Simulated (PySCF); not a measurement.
# How methods differ on the excitation energy of Sc⁺

Sc⁺ [Ar] 3d1 4s1 (3D) → Sc⁺ [Ar] 4s2 (1S), as a difference of total energies. All numbers are calculated (PySCF 2.14, the non-relativistic Hamiltonian (point nucleus), in aug-cc-pVTZ with one added diffuse shell each of s, p, d, f, g type (9s8p6d4f3g, 118 functions)). Correlated levels: valence: [Ar] frozen. The calculations carry no spin-orbit coupling.

| method | excitation energy (cm⁻¹) |
| --- | --- |
| UHF | 17768 |
| LDA | 19189 |
| PBE | 20196 |
| PBE0 | 19813 |
| r2SCAN | 23489 |
| M06 | 11794 |
| r2SCAN0 | 22057 |
| PBEsol | 20217 |
| MP2 (valence) | 13063 |
| SCS-MP2 (valence) | 11496 |

These non-relativistic numbers lack the scalar-relativistic shift.

Errors of the correlated levels include the incompleteness of this basis and the frozen core.

For comparison: 11631 cm⁻¹ (measured; NIST levels, between the centres of gravity of the two terms).
